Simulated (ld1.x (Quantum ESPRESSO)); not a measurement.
## germanium: one change to an ultrasoft potential, before and after

```json
{
 "Element": "germanium",
 "Generator": "ld1.x (Quantum ESPRESSO) 7.5",
 "Type": "ultrasoft",
 "Functional": "PBE",
 "Relativity": "scalar-relativistic",
 "Frozen core": "[Ar] 3d10",
 "Valence charge": "4",
 "Reference configuration": "4s2 4p2",
 "Partial waves": "4s (bound): rcut 1.40, rcutus 1.70 bohr; 4s channel at -0.55 Ry: rcut 1.40, rcutus 1.70 bohr; 4p (bound): rcut 2.30, rcutus 2.45 bohr; 4p channel at 0.45 Ry: rcut 2.30, rcutus 2.45 bohr",
 "Local potential": "all-electron potential smoothed inside 2.25 bohr (lloc = -2)",
 "Core correction": "Bessel-smoothed model core, default radius (core density twice the valence density)",
 "Augmentation charge": "PSQ, radius 1.45 bohr"
}
```

Change: local potential all-electron potential smoothed inside 1.70 bohr (lloc = -1).

Cutoffs: the cutoffs (Ry, on a coarse ladder) from which the occupation-weighted sum of valence levels, in a spherical-Bessel basis at the reference potential, stays within 10 and 1 mRy of its value at 400 Ry; they do not see the model core or the augmentation charge, which bear on the density cutoff. Errors are all-electron minus pseudo energies relative to the spin-unpolarised reference configuration.

**Question.** What does the change do?

**Answer.** The potential gets neither clearly harder nor softer (10 Ry and 15 Ry → 10 Ry and 15 Ry); the errors of the 7 common tests hardly move; the range in which the s phases agree narrows (upper end at the end of the scan → 2.8); neither file shows a bound ghost.

| quantity | base | changed |
| --- | --- | --- |
| cutoff, loose | 10 Ry | 10 Ry |
| cutoff, tight | 15 Ry | 15 Ry |
| bound ghosts | none | none |
| error for 4s2 4p1, meV [ΔE 7.44 eV] | -6.6 | -6.6 |
| error for 4s2 4p0, meV [ΔE 22.88 eV] | -53 | -53 |
| error for 4s1 4p0, meV [ΔE 57.67 eV] | -306 | -310 |
| error for 4s2 4p1.5, meV [ΔE 2.80 eV] | -1.3 | -1.3 |
| error for 4s2 4p2.3, meV [ΔE -0.88 eV] | -0.1 | -0.1 |
| error for 4s1 4p2, meV [ΔE 16.16 eV] | -33 | -33 |
| error for 4s1 4p3, meV [ΔE 7.97 eV] | -13 | -13 |
| s: phases at 2.66 bohr within 0.05 rad from the reference energy up to (Ry; the scan ends near 5) | to the end of the scan | 2.8 |
| p: phases at 2.66 bohr within 0.05 rad from the reference energy up to (Ry; the scan ends near 5) | 3.6 | 3.4 |
| lowest overlap eigenvalue by channel | s 0.58, p 0.76 | s 0.42, p 0.68 |
